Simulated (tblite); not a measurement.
A tight-binding relaxation on `FC1=[CH][GeH2][CH]=CC=C1`.

Computed with GFN2-xTB geometry optimisation, gas phase (tblite 0.8.0). Start geometry: from a force field or distance geometry. The command runs a driver script over a list of jobs; the input below is this job's line of settings and its coordinates in Å.

Command:
```bash
OMP_NUM_THREADS=1 python probes_run.py task.json out
```

Input:
```
{"job": {"kind": "relax", "xc": "GFN2-xTB", "basis": "xTB"}, "charge": 0, "multiplicity": 1}
F      2.886700    -0.192700    -0.950300
C      1.651900    -0.025700    -0.391100
C      1.149500     1.196200    -0.354500
Ge    -0.524000     1.604200     0.475600
C     -1.660900     0.308000    -0.334700
C     -1.366700    -0.990000    -0.367700
C     -0.204200    -1.612800     0.311700
C      1.083700    -1.200200     0.317200
H      1.670900     2.006000    -0.846600
H     -0.989800     3.043300     0.186100
H     -0.430200     1.320700     2.004800
H     -2.569900     0.655000    -0.818300
H     -2.097300    -1.658800    -0.789400
H     -0.399200    -2.579700     0.767200
H      1.795200    -1.865600     0.768300
```

Output:
```
step      E/eV     max force
  0    -625.13915    1.274
  1    -625.21791    0.870
  2    -625.26230    0.530
  3    -625.29468    0.474
  4    -625.30937    0.395
  5    -625.31992    0.288
  6    -625.32680    0.284
  7    -625.33330    0.241
  8    -625.33815    0.204
  9    -625.34059    0.090
... (42 lines left out)
 52    -625.36202    0.024
 53    -625.36209    0.019
 54    -625.36213    0.014
 55    -625.36216    0.013
 56    -625.36219    0.015
 57    -625.36221    0.014
 58    -625.36223    0.010
 59    -625.36225    0.010
 60    -625.36226    0.011
 61    -625.36227    0.007
```

«max force» is the largest atomic force in eV/Å.

From which step on does the largest force stay under 0.1 eV/Å, and how much energy is left to gain from there?

From step 13 (0.068 eV/Å), 18.5 meV above the end.

Main results: energy lowered by 5.1 kcal/mol over 61 steps; largest atomic force 0.007 eV/Å at the end.

Where do the atoms end?

0.200 Å rms from the input after alignment:
```
atom  x, y, z in Å
F1     2.9234   -0.2066   -0.7565
C2     1.6581   -0.0096   -0.2830
C3     1.1963    1.2413   -0.2659
Ge4   -0.5463    1.6677    0.4430
C5    -1.7172    0.2840   -0.2445
C6    -1.4041   -1.0154   -0.2577
C7    -0.1997   -1.6562    0.2129
C8     1.0799   -1.2437    0.1884
H9     1.8316    2.0077   -0.6872
H10   -0.9773    3.0230   -0.0336
H11   -0.5228    1.6981    1.9472
H12   -2.6659    0.5782   -0.6743
H13   -2.1390   -1.7216   -0.6359
H14   -0.3594   -2.6752    0.5487
H15    1.8382   -1.9637    0.4766
```

The run took 0.63 s of wall time on an Arm Neoverse N1 with one thread, no GPU (shared host).
Labels such as C1 count atoms from 1, the log's own numbers from 0.
